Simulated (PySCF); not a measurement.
SMILES [CH2]([GeH3])CC(C)C, GFN2-xTB optimised geometry.

```
20

C     -0.23    -1.20     1.19
C      0.29    -0.41     0.00
C      1.82    -0.41     0.00
C     -0.23     1.03     0.00
C     -1.75     1.14    -0.09
Ge    -2.56     0.17    -1.60
H      0.21    -2.20     1.20
H     -1.31    -1.32     1.13
H      0.02    -0.70     2.12
H     -0.05    -0.89    -0.92
H      2.21     0.14    -0.86
H      2.20     0.06     0.91
H      2.20    -1.43    -0.04
H      0.21     1.55    -0.86
H      0.12     1.54     0.90
H     -2.01     2.20    -0.18
H     -2.21     0.79     0.84
H     -3.96     0.64    -1.83
H     -1.80     0.40    -2.88
H     -2.64    -1.31    -1.40
```

Density from PBE0/def2-SVP in PySCF 2.14.0 at that geometry.

Minimum of the electron density along straight lines between bonded atoms, close to the bond critical point (lines longer than 1.1 times the sum of covalent radii, or with two minima, are not listed):

```tsv
bond	length / Å	ρ at the minimum / e bohr⁻³	∇²ρ there / e bohr⁻⁵	position (fraction from the first atom)
C1–C2	1.525	0.245	-0.56	0.50
C2–C3	1.527	0.244	-0.56	0.50
C2–C4	1.530	0.245	-0.56	0.50
C4–C5	1.525	0.241	-0.54	0.50
C5–Ge6	1.975	0.125	…	0.53
C1–H7	1.088	0.276	-1.00	0.62
C1–H8	1.088	0.276	-1.00	0.62
C1–H9	1.088	0.275	-1.00	0.62
C2–H10	1.100	0.273	-0.96	0.62
C3–H11	1.088	0.276	-1.00	0.62
C3–H12	1.088	0.275	-1.00	0.62
C3–H13	1.088	0.276	-1.00	0.62
C4–H14	1.094	0.275	-0.99	0.62
C4–H15	1.095	0.274	-0.98	0.62
C5–H16	1.093	0.272	-0.96	0.62
C5–H17	1.091	0.273	-0.97	0.62
Ge6–H18	1.498	0.141	0.08	0.59
Ge6–H19	1.496	0.141	…	0.59
Ge6–H20	1.496	0.141	0.08	0.59
```

Question: Complete the blanks.

Answer: 
- C5–Ge6, ∇²ρ there / e bohr⁻⁵: 0.03
- Ge6–H19, ∇²ρ there / e bohr⁻⁵: 0.09
